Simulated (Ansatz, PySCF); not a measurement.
C2H7NOSi2, SMILES C[SiH2][SiH2]OC#N.

Geometry: PBE0-D3(BJ)/def2-SVP. The structure was generated by enumeration, and PubChem lists no compound with its InChIKey, so it may never have been made. The values are those of a single conformer.

Vertical ionisation energy (IE) and electron affinity (EA) in eV. Rows of orbital energies are one-electron estimates. Where ΔSCF, EOM or ADC give a negative EA the extra electron is unbound and the value depends on the basis.

| level | IE | EA |
|---|---|---|
| −ε(HOMO), −ε(LUMO), r2SCAN/def2-TZVP (PySCF) | 7.21 | 1.91 |
| −ε(HOMO), −ε(LUMO), PBE/def2-TZVP (PySCF) | 6.92 | 2.18 |
| ΔSCF, PBE0/def2-SVPD (Ansatz), final states of multiplicity 2 and 2 | 10.14 | -0.18 |
| ΔSCF, PBE/def2-SVPD (Ansatz), final states of multiplicity 2 and 2 | 9.72 | -0.03 |

What vertical singlet–triplet gap does ΔSCF give with PBE0/def2-SVPD (Ansatz, a quantum-chemistry and plane-wave program) and with PBE/def2-SVPD (Ansatz)? (Estimate from the structure and the level; the computed values follow.)

5.21 and 4.78 eV (triplet above singlet where positive).
